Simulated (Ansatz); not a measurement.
Reaction (formal hydrolysis of the Si–Cl bond): `[SiH3]/C=C/[SiH2]Cl` + H₂O → `O[SiH2]/C=C/[SiH3]` + HCl

Gas-phase electronic energies from Ansatz, PBE0-D4/def2-TZVP geometries. CBS: MP2 limit from def2 TZ/QZ plus the TZ coupled-cluster correction, frozen cores. This one scheme is used for every species. Double bonds are as drawn, so ΔE can hold a change between cis and trans. Functionals use def2-TZVPP. B3LYP here is the variant with VWN-RPA as its local correlation; programs differ in this. HSE06 is defined as in plane-wave codes. One conformer a species, not always the lowest.

`[SiH3]/C=C/[SiH2]Cl`:

Cartesian coordinates in Å:
```
Si -0.593 0.912 2.053
C -0.099 0.615 0.278
C 0.160 -0.596 -0.229
Si 0.667 -0.839 -1.994
Cl -0.697 -2.041 -2.962
H 0.387 1.812 2.717
H -0.636 -0.393 2.762
H -1.929 1.563 2.114
H -0.020 1.479 -0.385
H 0.079 -1.468 0.420
H 1.981 -1.519 -2.101
H 0.700 0.477 -2.675
```

H₂O:

Cartesian coordinates in Å:
```
O 0.139 -0.283 -0.228
H -0.223 0.562 -0.502
H 0.084 -0.279 0.730
```

`O[SiH2]/C=C/[SiH3]`:

Cartesian coordinates in Å:
```
O 2.335 -1.420 -0.103
Si 2.075 0.119 0.427
C 0.281 0.590 0.265
C -0.629 -0.195 -0.323
Si -2.429 0.253 -0.494
H 2.068 -2.137 0.472
H 2.924 0.994 -0.418
H 2.482 0.271 1.854
H -0.043 1.550 0.671
H -0.293 -1.149 -0.731
H -3.288 -0.763 0.175
H -2.826 0.304 -1.927
H -2.657 1.582 0.132
```

HCl:

```xyz
2

Cl   -0.041   -0.006    0.638
H     0.041    0.006   -0.638
```

```
             level  ΔE (kcal/mol)  difference from CCSD(T)/CBS
       LDA (SPW92)            1.4                         -1.3
            PBE-D4            3.2                          0.5
         revPBE-D4            3.5                          0.8
           BLYP-D4            1.6                         -1.1
         r2SCAN-D4            1.8                         -0.9
            B97M-V            1.3                         -1.4
           PBE0-D4            3.2                          0.5
          B3LYP-D4            1.6                         -1.1
        r2SCANh-D4            2.0                         -0.7
        r2SCAN0-D4            2.1                         -0.6
          HSE06-D4            3.3                          0.6
          BHLYP-D4            1.4                         -1.3
      CAM-B3LYP-D4            0.5                         -2.2
           ωB97X-V            1.8                         -0.9
           ωB97M-V            1.9                         -0.8
            B2PLYP            1.3                         -1.4
          PBE-QIDH            2.6                         -0.1
               PBE            2.9                          0.2
            revPBE            3.4                          0.7
              BLYP            1.1                         -1.6
              PBE0            3.0                          0.3
             B3LYP            1.1                         -1.6
           r2SCANh            1.9                         -0.8
           r2SCAN0            2.0                         -0.7
             HSE06            3.0                          0.3
             BHLYP            0.8                         -1.9
         CAM-B3LYP            0.2                         -2.5
           LC-ωPBE            1.9                         -0.8
RPA@PBE/def2-TZVPP            0.7                         -2.0
       HF/def2-SVP            1.7                         -1.0
     CCSD/def2-SVP            1.0                         -1.7
  CCSD(T)/def2-SVP            1.0                         -1.7
     HF/def2-TZVPP            0.6                         -2.1
    MP2/def2-TZVPP            2.3                         -0.4
   CCSD/def2-TZVPP            1.0                         -1.7
CCSD(T)/def2-TZVPP            1.3                         -1.4
     HF/def2-QZVPP            0.6                         -2.1
SCS-MP2/def2-QZVPP            2.2                         -0.5
      HF/CBS(def2)            0.6                         -2.1
     MP2/CBS(def2)            3.7                          1.0
       CCSD(T)/CBS            2.7                            0
```

Largest T1 diagnostic among the species: 0.012.

At CCSD(T), def2-SVP lies −1.6 kcal/mol from the extrapolated value and def2-TZVPP −1.4 kcal/mol. Leaving LDA and LC-ωPBE aside and taking each functional with its dispersion term where it has one, the values spread over 2.9 kcal/mol, from CAM-B3LYP-D4 to revPBE-D4. LDA lies −1.6 kcal/mol from PBE without D4.

CCSD(T)/CBS has its own doubt, a few kJ/mol and more with outer-core shells, so smaller differences from it don't rank the levels.
